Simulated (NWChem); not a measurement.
Lowest excitation of Cl4Ge

```
Ge
Cl 1 2.1267
Cl 1 2.1267 2 109.49
Cl 1 2.1268 2 109.46 3 120.00
Cl 1 2.1268 2 109.46 4 120.01
```
Charge 0, spin multiplicity 1.

The numbers come from NWChem runs, not from measurements. All single points use one geometry, from PBE0/def2-SVP, a minimum by its harmonic frequencies.

Basis set: def2-SVP.

| method | lowest vertical singlet excitation energy (eV) | relative cost | difference from EOM-CCSD |
|---|---|---|---|
| EOM-CCSD | 7.16 | under 3 | 0.00 |
| TD-PBE | 5.04 | under 3 | -2.11 |
| TD-BHandHLYP | 6.57 | under 3 | -0.58 |
| CIS | 8.06 | 1 | +0.90 |
| TD-B3LYP | 5.62 | under 3 | -1.54 |

The values span 3.02 eV, from TD-PBE (lowest) to CIS (highest). Relative cost: rough, from shared machines, SCF included, CIS = 1.

The Hamiltonian is non-relativistic. The correlated methods keep 29 core orbitals frozen. B3LYP has NWChem's definition, with VWN1-RPA local correlation. The structure started from a generated list of species. Coupled-cluster values serve here as a point of comparison, not as the truth.
